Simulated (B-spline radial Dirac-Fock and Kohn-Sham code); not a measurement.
Auger parameter of rhodium: the L3 level and its strongest L3-MM line

These are calculated numbers from an atomic code on a B-spline grid; the model is ΔSCF Dirac-Fock with Breit, self-energy and vacuum polarisation, finite nucleus, configuration average. The modified Auger parameter α′ is the binding energy plus the kinetic energy of the Auger electron; it does not depend on the energy zero. For free ions it tends to fall with charge, since less charge screens the final holes.

```csv
species,configuration,binding 2p3/2 (eV),Auger line,kinetic (eV),α′ (eV)
Rh,[Kr] 4d8 5s1,3013.7,M3M3 J=2,1967.3,4981.0
Rh,[Kr] 4d8 5p1,3015.4,M3M3 J=2,1965.8,4981.2
Rh⁺,[Kr] 4d8,3022.2,M3M3 J=2,1957.3,4979.4
Rh⁺,[Kr] 4d7 5p1,3029.1,M3M3 J=2,1949.7,4978.7
Rh⁺,[Kr] 4d7 5s1,3027.6,M3M3 J=2,1951.0,4978.6
Rh⁺ (Watson 1.6 Å),[Kr] 4d8,3013.5,M3M3 J=2,1966.2,4979.7
Rh⁺ (Watson 2.2 Å),[Kr] 4d8,3015.7,M3M3 J=2,1963.8,4979.5
Rh²⁺,[Kr] 4d7,3037.5,M3M3 J=2,1939.9,4977.4
Rh²⁺ (Watson 2 Å),[Kr] 4d7,3023.2,M3M3 J=2,1954.3,4977.4
Rh²⁺ (Watson 2.2 Å),[Kr] 4d7,3024.5,M3M3 J=2,1953.0,4977.4
Rh³⁺,[Kr] 4d6,3054.9,M3M3 J=2,1921.0,4975.9
Rh⁴⁺,[Kr] 4d5,3073.9,M3M3 J=2,1900.9,4974.9
Rh⁴⁺ (Watson 1.8 Å),[Kr] 4d5,3041.9,M3M3 J=2,1932.9,4974.9
Rh⁵⁺,[Kr] 4d4,3094.6,M3M3 J=2,1879.7,4974.3
Rh⁵⁺ (Watson 2.4 Å),[Kr] 4d4,3064.6,M3M3 J=2,1909.7,4974.3
Rh⁶⁺,[Kr] 4d3,3116.8,M3M3 J=2,1857.3,4974.1
Rh⁷⁺,[Kr] 4d2,3140.4,M3M3 J=2,1834.0,4974.4
Rh⁷⁺ (Watson 2.2 Å),[Kr] 4d2,3094.6,M3M3 J=2,1879.8,4974.4
Rh⁷⁺ (Watson 3 Å),[Kr] 4d2,3106.8,M3M3 J=2,1867.6,4974.4
```
